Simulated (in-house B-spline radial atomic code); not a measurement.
Se is squeezed into an impenetrable sphere of radius R (the orbitals vanish at R). Caution: exact exchange at fractional occupations of open shells leaves self-interaction of up to several eV. Computed with a B-spline radial code for spherical atoms: non-relativistic PBE0, spin-polarised, spherical fractional occupations, point nucleus.

Energies in eV above the free atom in [Ar] 3d10 4s2 4p4:

```csv
R (bohr),highest level (eV),[Ar] 3d10 4s2 4p4,[Ne] 3s2 3p5 3d10 4s2 4p4 4f1,[Ar] 3d10 4s1 4p4 4d1,-dE/dV in [Ar] 3d10 4s2 4p4 (GPa)
9.7,-5.27,0.00277,170.9,19.24,0.00339
5.73,-4.5,0.6423,179.6,22.09,2.39
5.18,-3.86,1.416,182.7,23.7,6.59
4.57,-2.51,3.478,188,27.17,21.5
3.42,5.02,20.82,215.5,50.23,249
2.81,16.7,58.13,263.5,94.43,1110
2.56,25.5,90.93,303.2,131.6,2190
2.34,36.9,137.4,357.8,182.8,4160
1.64,135,624.3,896.8,689.9,49500
1.5,184,894.3,1187,962.3,91000
```

Q: Does [Ne] 3s2 3p5 3d10 4s2 4p4 4f1 fall below [Ar] 3d10 4s2 4p4 under compression?

A: No, it stays above over the whole range.

Q: Does [Ar] 3d10 4s1 4p4 4d1 fall below [Ar] 3d10 4s2 4p4 under compression?

A: No, it stays above over the whole range.

The highest level is first positive in the row R = 3.42 bohr, pushed up by confinement above the zero of the free ion's potential. Each configuration is held fixed and needn't be the lowest in the sphere.
